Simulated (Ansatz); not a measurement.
H3NSi (SMILES N[SiH]) moved off its minimum; all values from Ansatz (an electronic-structure program), cores frozen in correlated methods.
(charge 0, multiplicity 1)
```xyz
5

Si    -0.1203     0.1728     0.3994
H     -0.7683     1.3819    -0.5176
N      0.2192    -0.7308    -0.9062
H      0.4421    -0.5718    -1.6531
H      0.6910    -1.4158    -0.3634
```

Q: Give the forces (eV/Å), the total energy and the dipole at CCSD(T)/aug-cc-pV(T+d)Z.

A: 
```csv
atom,Fx,Fy,Fz
Si1,-2.248,3.809,1.266
H2,0.502,-0.569,1.026
N3,-4.620,-5.001,17.848
H4,5.382,3.565,-18.954
H5,0.983,-1.804,-1.187
```
Energy -345.4296 hartree, dipole 2.01 D.
